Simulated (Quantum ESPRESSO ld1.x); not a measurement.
Problem. These are the eigenvalues of the occupied orbitals of an atom or ion with whole-number occupations (eV). All-electron calculation, Dirac Kohn-Sham, relativistic LDA (MacDonald-Vosko exchange, VWN5 correlation), spin-unpolarised, spherical densities, point nucleus. Program: ld1.x of Quantum ESPRESSO 7.5.

1s1/2: -45652.6
2s1/2: -11105.4

Which element is it, and in what charge state? The configuration may be excited. Open shells, if any, are shared by 2j + 1.

Solution. Z = 58, cerium, charge +54: Ce54+ in [He] 2s2. The 1s level, -1677.7 hartree, gives Z - s = 57.9 by -(Z - s)^2/2, which with screening and relativity narrows Z to a few neighbours, and the depths must fix Z and the occupations together.
